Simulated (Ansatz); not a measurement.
Species: C5H8, SMILES `C#CCCC` (charge 0, multiplicity 1).

Task: Give a relaxed geometry from B3LYP-D3(BJ)/def2-TZVP (Ansatz, a program for electronic structure).

Result: One answer among several that fit: the end point of this relaxation, one of several conformers (outside a Z-matrix the atoms follow the SMILES, hydrogens last).
Bond lengths (Å): C1–C2 1.200, C1–H6 1.062, C2–C3 1.456, C3–C4 1.537, C3–H7 1.095, C3–H8 1.095, C4–C5 1.525, C4–H9 1.092, C4–H10 1.092, C5–H11 1.093, C5–H12 1.093, C5–H13 1.091. Angles (°): C2–C1–H6 179.6, C1–C2–C3 178.6, C2–C3–C4 113.2, C2–C3–H7 109.2, C2–C3–H8 109.2, C4–C3–H7 109.4, C4–C3–H8 109.4, H7–C3–H8 106.2, C3–C4–C5 112.1, C3–C4–H9 108.8, C3–C4–H10 108.8, C5–C4–H9 110.2, C5–C4–H10 110.2, H9–C4–H10 106.5, C4–C5–H11 111.2, C4–C5–H12 111.2, C4–C5–H13 111.1, H11–C5–H12 107.7, H11–C5–H13 107.7, H12–C5–H13 107.7.
